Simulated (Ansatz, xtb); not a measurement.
# H6NSi3+: where a starting geometry ends

The starting geometry of this gas-phase singlet was built from a drawn formula by distance geometry and a force field; its bonds are those of `[NH2+]1[SiH+][SiH2][SiH-]1`.

```xyz
10

N    -1.9647   -0.3056   -1.1167
Si   -2.4492   -1.8960   -0.8250
Si   -1.1778   -1.9696    0.9712
Si   -0.5965   -0.0615   -0.0832
H    -2.6949    0.3812   -0.8743
H    -1.7106   -0.1519   -2.0710
H    -1.7823   -2.5618   -1.9548
H    -0.1558   -3.0317    1.0204
H    -1.8882   -1.7495    2.2875
H     0.4622   -0.3340   -1.0354
```

**Question.** Predict what it relaxes into with r2SCAN-D4/def2-SVP.

**Answer.** It keeps its bonds, and is `[NH2+]1[SiH+][SiH2][SiH-]1`. Distances that change by over a tenth: N1–Si2 (1.69 → 1.90 Å).

The energy falls by 1.71 eV over 9 steps:

```csv
step,E − E(last) (eV)
1,1.713
2,0.444
3,0.101
4,0.023
5,0.008
6,0.001
7,0.000
8,0.000
9,0.000
```

Final geometry (Å):

```csv
atom,x (Å),y (Å),z (Å)
N,-2.0955,-0.1602,-1.0813
Si,-2.2146,-2.0576,-0.9819
Si,-1.1525,-2.0246,1.1010
Si,-0.3913,-0.2661,-0.2392
H,-2.8088,0.3408,-0.5389
H,-2.0989,0.2369,-2.0308
H,-1.3368,-2.4207,-2.1368
H,-0.2290,-3.1215,1.4805
H,-2.0689,-1.5315,2.1594
H,0.4387,-0.6760,-1.4135
```

From the same start GFN2-xTB ends elsewhere, at `[NH2+]=[SiH][SiH2][SiH]`.

No frequencies were run, so the end isn't proven a minimum. Run with Ansatz 0.2.0, 22 s on 1 thread of Intel(R) Xeon(R) 6975P-C (Granite Rapids) (shared host).
